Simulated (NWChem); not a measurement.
Molecule: C3H5NOSi; SMILES c1([SiH3])ncco1

```xyz
11

Si    -0.0016    -2.0304     0.0000
C     -0.0934    -0.1534     0.0002
N     -1.1584     0.6006     0.0001
C     -0.6837     1.9031    -0.0001
C      0.6737     1.8801    -0.0001
O      1.0734     0.5762     0.0001
H     -1.3888    -2.5466     0.0038
H      0.7235    -2.5007    -1.2085
H      0.7303    -2.5004     1.2045
H     -1.3513     2.7530    -0.0002
H      1.4518     2.6270    -0.0001
```
Atoms are numbered in this order, from 1.

Program: NWChem. All runs use the structure optimised with B3LYP/6-31G* (spherical d).

### Question
Predict the results for TPSSh/def2-TZVP. Quantities: highest occupied level (eV); orbital gap (eV); dipole (D).

### Answer
```
Quantity                     Result
---------------------------  ------
highest occupied level (eV)   -6.68
orbital gap (eV)               5.50
dipole (D)                     1.50
```
